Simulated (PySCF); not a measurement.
This PySCF input asks for the NMR shieldings of [C$_{6}$H$_{11}$O]-; the geometry comes from GFN2-xTB.

```python
import basis_set_exchange as bse
import numpy as np
from pyscf import gto, dft
from pyscf.prop import nmr

atoms = """
C    -1.756928    1.429498    0.858313
C    -1.091593    0.345539    0.392736
C    -1.567437   -0.290618   -0.892186
C     0.004777   -0.254648    1.061030
C     0.724986   -1.369255    0.616941
O     2.068374   -1.014554   -0.480815
C     2.182182    0.309665   -0.760879
H    -2.604115    1.853681    0.338920
H    -1.462252    1.927540    1.769802
H    -0.734414   -0.415479   -1.581621
H    -2.331951    0.323380   -1.370059
H    -1.993633   -1.277567   -0.698442
H     0.368358    0.262997    1.944285
H     1.335446   -1.879741    1.356158
H     0.230066   -2.061953   -0.053956
H     3.162823    0.718974   -0.445532
H     2.064308    0.519447   -1.842784
H     1.392244    0.879412   -0.223567
"""
names = dict.fromkeys(["C", "O", "H"], "pcSseg-1")
basis = {el: gto.basis.parse(bse.get_basis(n, elements=[el], fmt="nwchem")) for el, n in names.items()}
mol = gto.M(atom=atoms, basis=basis, charge=-1, verbose=0)
mf = dft.RKS(mol, xc="PBE0")
mf.grids.level = 2
mf.grids.alignment = dft.numint.BLKSIZE   # the property module wants whole blocks of grid points
mf.conv_tol = 1e-9
mf.kernel()

calc = nmr.RKS(mf)   # GIAO
C = mf.mo_coeff
Co = C[:, mf.mo_occ > 0]
resp = mf.gen_response(singlet=True, hermi=2)
def vind(x):   # induced exchange potential for any number of trial vectors
    d = np.einsum("pi,xij,qj->xpq", C, 2 * x.reshape(-1, C.shape[1], Co.shape[1]), Co, optimize=True)
    return np.einsum("xpq,pi,qj->xij", resp(d - d.transpose(0, 2, 1)), C, Co, optimize=True).ravel()
mo1, _ = nmr.rhf.solve_mo1(calc, with_cphf=vind)
sigma = calc.kernel(mo1)
for i, s in enumerate(sigma):   # ppm
    w = np.linalg.eigvalsh((s + s.T) / 2)
    print("%2d %-2s iso %8.1f  s11 %8.1f  s22 %8.1f  s33 %8.1f" % (i, mol.atom_pure_symbol(i), w.mean(), *w))
```

Problem. What does it print?

Solution. 
```
 0 C  iso    116.4  s11     45.0  s22    135.4  s33    168.8
 1 C  iso     29.5  s11    -92.4  s22     18.4  s33    162.6
 2 C  iso    164.1  s11    148.3  s22    159.1  s33    184.8
 3 C  iso    120.3  s11     70.3  s22    144.6  s33    146.0
 4 C  iso     93.9  s11     10.3  s22    103.1  s33    168.3
 5 O  iso    234.5  s11     90.2  s22    209.4  s33    404.0
 6 C  iso    141.1  s11    100.2  s22    141.8  s33    181.4
 7 H  iso     28.9  s11     26.3  s22     26.6  s33     33.7
 8 H  iso     28.5  s11     25.9  s22     27.1  s33     32.5
 9 H  iso     30.1  s11     25.2  s22     31.4  s33     33.6
10 H  iso     30.7  s11     27.2  s22     29.8  s33     35.3
11 H  iso     30.1  s11     26.2  s22     28.5  s33     35.5
12 H  iso     28.4  s11     24.4  s22     29.4  s33     31.5
13 H  iso     27.3  s11     21.1  s22     28.8  s33     32.0
14 H  iso     27.0  s11     22.1  s22     28.4  s33     30.6
15 H  iso     29.2  s11     23.4  s22     27.1  s33     37.0
16 H  iso     29.0  s11     24.1  s22     26.9  s33     36.0
17 H  iso     27.4  s11     25.3  s22     27.0  s33     29.9
```

These numbers come from an equivalent density-fitted implementation of the same equations, which agrees with the script to about 0.01 ppm for H and up to a few tenths of a ppm for heavy atoms, so last digits may differ.

Size and cost of the density-fitted run: 174 basis functions, 100 s wall time (57 s CPU) on 1 thread of an Intel Xeon, shared host; peak memory 0.78 GiB.
